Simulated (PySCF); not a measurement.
NMR data simulated for an unnamed compound:

$^{1}$H NMR (400 MHz, computed): δ 7.42 (m, 1H), 7.31 (m, 1H), 5.32 (m, 1H), 5.27 (m, 1H), 5.23 (d, 1H), 5.13 (m, 1H), 5.07 (d, 1H), 2.72 (s, 3H), 0.46 (br s, 1H), 0.08 (br s, 1H).

$^{13}$C{$^{1}$H} NMR (computed): δ 157.7 (CH), 156.2 (CH), 27.9 (CH3).

Theoretical values (PySCF 2.14): GFN2-xTB geometry, NMR shieldings at PBE0/pcSseg-1/GIAO. Non-relativistic Hamiltonian, equivalent nuclei averaged, no solvent, one conformer.

References, each an isolated molecule treated in the same way: $^{1}$H (31.72 ppm) and $^{13}$C (186.93 ppm) vs TMS.

Task: Which of these does the molecule contain: a Si–H bond, a benzene ring, a non-aromatic C=C double bond, a vinyl group CH=CH2, an N-methyl group, a nitrile?

Result: 
- A Si–H bond: yes (δH 5.23 (d), 5.07 (d)).
- A benzene ring: no.
- A non-aromatic C=C double bond: yes.
- A vinyl group CH=CH2: no.
- An N-methyl group: yes (δC 27.9; δH 2.72 (s)).
- A nitrile: no.

The data belong to SMILES CN[SiH2]O[Si@H]1C=C[SiH2]N1, C₃H₁₂N₂OSi₃; they needn't prove each group on their own.

Carbon signals by region: 2 in the sp2 and nitrile region (100–160 ppm), 1 below 50 ppm.

Exchangeable OH/NH protons stand at their gas-phase positions; hydrogen bonding in a real sample shifts them, mostly to higher δ. Shifts are as computed. Against solution values, carbons near 30 ppm lie about +3 ppm off and those near 130 ppm about +5 ppm. Of 1309 compounds with measured shifts, 239 miss one by over three times the rms of a fit or turn the order of signals round; such compounds aren't used in these exercises. No couplings were computed; multiplicities are counted from neighbouring protons, with m where these are inequivalent, close in shift, in a saturated or five-membered ring or joined by F or P, and br s for small geminal =CH2 splittings.
